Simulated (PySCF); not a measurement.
Compound: C2H8B2.
Atom-mapped SMILES: `[BH2:1][BH:2][CH2:3][CH3:4]` (hydrogens: H5, H6 on B1; H7 on B2; H8, H9 on C3; H10, H11, H12 on C4)

Theory: PBE0-D3(BJ)/def2-SVP geometry optimisation, gas phase (PySCF 2.14.0).

**Question.** Give the optimised bond lengths and angles.

**Answer.** 
| bond | length (Å) |
| --- | --- |
| B1–B2 | 1.654 |
| B2–C3 | 1.569 |
| C3–C4 | 1.524 |
| B1–H5, B1–H6 | 1.214 |
| B2–H7 | 1.222 |
| C3–H8, C3–H9 | 1.109 |
| C4–H10, C4–H11, C4–H12 | 1.102 |

Bonds in one row agree within 0.01 Å and their mean is given. A selection of angles:
| angle | degrees |
| --- | --- |
| B2–B1–H5 | 122.2 |
| H5–B1–H6 | 115.6 |
| B1–B2–C3 | 128.6 |
| B1–B2–H7 | 115.4 |
| C3–B2–H7 | 116.0 |
| B2–C3–C4 | 118.7 |
| B2–C3–H8 | 106.1 |
| C4–C3–H8 | 111.2 |
| H8–C3–H9 | 102.5 |
| C3–C4–H10 | 111.3 |
| H10–C4–H11 | 107.1 |

Dihedral angles: B1–B2–C3–C4 0° (synperiplanar).

The 4 heavy atoms lie in one plane (0.001 Å rms). B1 (three-coordinate boron) is planar (angles 122.2°, 122.2° and 115.6°, sum 359.9°, 0.02 Å off the plane of its three neighbours). B2 (three-coordinate boron) is planar (angles 128.6°, 116.0° and 115.4°, sum 360.0°, 0.00 Å off the plane of its three neighbours).

Point group: Cs (tolerance 0.08 Å). Whether it is a minimum is left open (no frequencies). The numbers are those of one conformer.
